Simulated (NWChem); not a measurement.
# BH$_{2}$SOF; SMILES OB(F)S

```xyz
6

B      0.0138    -0.4576     0.0000
F     -1.1188    -1.1691     0.0000
O      1.2227    -1.0722     0.0000
H      1.1325    -2.0385     0.0000
S     -0.1217     1.3612     0.0000
H      1.2067     1.5946     0.0000
```
Atoms are numbered in this order, from 1.

Results from NWChem. Pople sets run with spherical d functions. STO-3G and 3-21G are far too small for this property and stand as cheap habits. Geometry: optimised at B3LYP/6-31G* (spherical d). Field at 589 nm.

Question: Among these, which level gives the lowest value of “isotropic polarisability (bohr³)”?
A) B3LYP/def2-SVPD
B) B3LYP/aug-cc-pVDZ
C) B3LYP/STO-3G
D) B3LYP/def2-SVP

Answer: C, B3LYP/STO-3G. Values: B3LYP/STO-3G 16.1; B3LYP/def2-SVP 29.7; B3LYP/aug-cc-pVDZ 41.6; B3LYP/def2-SVPD 41.9
